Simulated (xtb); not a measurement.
xtb input (GFN2-xTB):

```bash
xtb mol.xyz --gfn 2 --ohess tight --chrg -1 --uhf 0
```
mol.xyz:
```
9

C      1.29941792    -0.64876719    -0.42868691
B      0.12248423    -0.03598301     0.00793281
C     -1.40026860    -0.51580641    -0.26570145
F      0.17239894     1.22214141     0.77864647
H      2.37175504    -0.25604374    -0.25738928
H      1.31612762    -1.58490396    -1.02259617
H     -1.39002124    -1.38757767    -0.87057572
H     -1.93525781    -0.67602613     0.65677915
H     -1.97525344     0.30129408    -0.77888132
```

Output:

```
           -------------------------------------------------
          |                Calculation Setup                |
           -------------------------------------------------

           -------------------------------------------------
          |                 G F N 2 - x T B                 |
           -------------------------------------------------

        Reference                      10.1021/acs.jctc.8b01176
      * Hamiltonian:
        H0-scaling (s, p, d)           1.850000    2.230000    2.230000
        zeta-weighting                 0.500000
      * Dispersion:
        s8                             2.700000
        a1                             0.520000
        a2                             5.000000
        s9                             5.000000
      * Repulsion:
        kExp                           1.500000    1.000000
        rExp                           1.000000
      * Coulomb:
        alpha                          2.000000
        third order                    shell-resolved
        anisotropic                    true
        a3                             3.000000
        a5                             4.000000
        cn-shift                       1.200000
        cn-exp                         4.000000
        max-rad                        5.000000

          ...................................................
          :                      SETUP                      :
          :.................................................:
          :  # basis functions                  21          :
          :  # atomic orbitals                  21          :
          :  # shells                           13          :
          :  # electrons                        24          :
          :  max. iterations                   250          :
          :  Hamiltonian                  GFN2-xTB          :
          :  restarted?                      false          :
          :  GBSA solvation                  false          :
          :  PC potential                    false          :
          :  electronic temp.          300.0000000     K    :
          :  accuracy                    1.0000000          :
          :  -> integral cutoff          0.2500000E+02      :
          :  -> integral neglect         0.1000000E-07      :
          :  -> SCF convergence          0.1000000E-05 Eh   :
          :  -> wf. convergence          0.1000000E-03 e    :
          :  Broyden damping             0.4000000          :
          :  net charge                         -1          :
          :  unpaired electrons                  0          :
          ...................................................

 iter      E             dE          RMSdq      gap      omega  full diag
   1    -12.7924203 -0.127924E+02  0.712E+00    7.74       0.0  T
   2    -12.9144397 -0.122019E+00  0.740E+00    5.16       1.0  T
   3    -13.1058925 -0.191453E+00  0.341E+00    5.63       1.0  T
   4    -13.0975662  0.832626E-02  0.118E+00    5.41       1.0  T
   5    -13.1114388 -0.138726E-01  0.389E-01    5.72       1.0  T
   6    -13.1124677 -0.102888E-02  0.113E-01    5.65       1.0  T
[...]
 * 6 selected distances

     #   Z          #   Z                                           value/Å
     1   6 C        2   5 B                                       1.4295894 (max)
     1   6 C        5   1 H                                       1.0899328 (min)
     1   6 C        6   1 H                                       1.0906845
     3   6 C        7   1 H                                       1.0915884
     3   6 C        8   1 H                                       1.0947251
     3   6 C        9   1 H                                       1.0947120

 * 2 distinct bonds (by element types)

   Z      Z             #   av. dist./Å        max./Å        min./Å
Molecule has the following symmetry elements: (sigma)
It seems to be the Cs point group
   1 H    6 C           5     1.0923285     1.0947251     1.0899328
   5 B    6 C           1     1.4295894     1.4295894     1.4295894

           -------------------------------------------------
          |               Frequency Printout                |
           -------------------------------------------------
 projected vibrational frequencies (cm⁻¹)
eigval :       -0.00    -0.00    -0.00     0.00     0.00     0.00
eigval :       91.42   280.59   343.00   382.68   629.99   672.31
eigval :      704.24   777.17   835.20   862.16  1008.40  1370.58
eigval :     1423.63  1537.03  1542.69  1577.81  2913.80  2917.88
eigval :     2931.76  2942.40  2972.26
 reduced masses (amu)
   1: 10.29   2: 12.66   3: 14.19   4: 14.21   5: 11.67   6: 11.05   7:  1.71   8:  8.99
   9: 11.96  10:  8.63  11:  1.98  12: 13.32  13:  3.50  14:  7.04  15:  4.57  16:  4.29
  17:  8.79  18:  3.02  19:  5.14  20:  1.65  21:  1.81  22:  7.48  23:  1.93  24:  1.98
  25:  1.59  26:  1.64  27:  1.51
 IR intensities (km·mol⁻¹)
   1:  1.75   2:  5.04   3: 18.11   4: 12.15   5: 14.07   6:  3.95   7:  0.09   8:  0.99
   9:  6.07  10: 16.66  11: 12.31  12: 40.01  13: 18.33  14: 25.48  15: 19.47  16: 38.87
  17:210.46  18:  9.21  19:214.32  20:  5.24  21:  1.38  22: 86.67  23:190.45  24:290.34
  25:328.56  26: 98.23  27:128.82
 Raman intensities (Ä⁴*amu⁻¹)
   1:  0.00   2:  0.00   3:  0.00   4:  0.00   5:  0.00   6:  0.00   7:  0.00   8:  0.00
   9:  0.00  10:  0.00  11:  0.00  12:  0.00  13:  0.00  14:  0.00  15:  0.00  16:  0.00
  17:  0.00  18:  0.00  19:  0.00  20:  0.00  21:  0.00  22:  0.00  23:  0.00  24:  0.00
  25:  0.00  26:  0.00  27:  0.00
 output can be read by thermo (or use thermo option).
 writing <g98.out> molden fake output.
 recommended (thermochemical) frequency scaling factor: 1.0
           -------------------------------------------------
          |             Thermodynamic Functions             |
           -------------------------------------------------

cs  symmetry found (for desy threshold:  0.10E+00) used in thermo

          ...................................................
          :                      SETUP                      :
          :.................................................:
          :  # frequencies                          21      :
          :  # imaginary freq.                       0      :
          :  linear?                             false      :
          :  only rotor calc.                    false      :
          :  symmetry                               cs      :
          :  rotational number                       1      :
          :  scaling factor                  1.0000000      :
          :  rotor cutoff                   50.0000000 cm⁻¹ :
          :  imag. cutoff                  -20.0000000 cm⁻¹ :
          :.................................................:

    mode    ω/cm⁻¹     T·S(HO)/kcal·mol⁻¹    T·S(FR)/kcal·mol⁻¹   T·S(vib)
   ------------------------------------------------------------------------
       1     91.42    -1.08212 ( 91.79%)    -0.87710 (  8.21%)    -1.06528
       2    280.59    -0.45620 ( 99.90%)    -0.54535 (  0.10%)    -0.45629
   ------------------------------------------------------------------------

   temp. (K)  partition function   enthalpy   heat capacity  entropy
                                   cal/mol     cal/K/mol   cal/K/mol   J/K/mol
 298.15  VIB   6.72                 1600.417     11.963      9.098
         ROT  0.504E+05              888.752      2.981     24.498
         INT  0.339E+06             2489.170     14.944     33.596
         TR   0.437E+27             1481.254      4.968     38.121
         TOT                        3970.4236    19.9124    71.7172   300.0646

       T/K    H(0)-H(T)+PV         H(T)/Eh          T*S/Eh         G(T)/Eh
   ------------------------------------------------------------------------
    298.15    0.632727E-02    0.717494E-01    0.340751E-01    0.376742E-01
   ------------------------------------------------------------------------

         :::::::::::::::::::::::::::::::::::::::::::::::::::::
Note: The following floating-point exceptions are signalling: IEEE_UNDERFLOW_FLAG IEEE_DENORMAL
normal termination of xtb
         ::                  THERMODYNAMIC                  ::
         :::::::::::::::::::::::::::::::::::::::::::::::::::::
         :: total free energy         -12.948112331761 Eh   ::
         ::.................................................::
         :: total energy              -12.985786551259 Eh   ::
         :: zero point energy           0.065422084168 Eh   ::
         :: G(RRHO) w/o ZPVE           -0.027747864670 Eh   ::
         :: G(RRHO) contrib.            0.037674219498 Eh   ::
         :::::::::::::::::::::::::::::::::::::::::::::::::::::

optimized geometry written to: xtbopt.xyz

           -------------------------------------------------
          | TOTAL ENERGY              -12.985786551259 Eh   |
          | TOTAL ENTHALPY            -12.914037194346 Eh   |
          | TOTAL FREE ENERGY         -12.948112331761 Eh   |
          | GRADIENT NORM               0.000082840849 Eh/α |
          | HOMO-LUMO GAP               5.374646033974 eV   |
           -------------------------------------------------

------------------------------------------------------------------------
------------------------------------------------------------------------
 total:
 SCF:
 ANC optimizer:
 analytical hessian:
```

It need not be the lowest isomer of its formula. Whether it binds its extra electron was not tested at this geometry.
